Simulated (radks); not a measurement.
Charge is removed step by step from the 3p3/2 level of the titanium ion Ti2+, starting from [Ne] 3s2 3p(1/2: 2, 3/2: 4) 3d2. All-electron calculation, Dirac Kohn-Sham, PBEsol, spin-unpolarised, spherical densities, finite nucleus; open shells fill j = l - 1/2 first; Fermi nuclear charge, rms radius 3.5921 fm. Program: a radial shooting solver on a logarithmic mesh with Libxc functionals.

| removed (e) | E - E(0) (eV) | eigenvalue (eV) | E minus straight line (eV) |
|---|---|---|---|
| 0 | 0.000 | -54.396 | 0.000 |
| 0.125 | 6.927 | -56.450 | -0.935 |
| 0.25 | 14.114 | -58.541 | -1.611 |
| 0.375 | 21.564 | -60.665 | -2.024 |
| 0.5 | 29.282 | -62.821 | -2.169 |
| 0.625 | 37.271 | -65.006 | -2.042 |
| 0.75 | 45.534 | -67.220 | -1.641 |
| 0.875 | 54.077 | -69.460 | -0.961 |
| 1 | 62.900 | -71.726 | 0.000 |

Removing the whole electron costs 62.900 eV by Delta-SCF, against 54.396 eV from minus the eigenvalue at the starting occupation. Slater's transition state (half an electron removed) gives 62.821 eV. Integrating minus the eigenvalue over the occupation (Janak's theorem) gives 62.900 eV. The mean slope of the eigenvalue, de/dn, is 17.3 eV per electron.
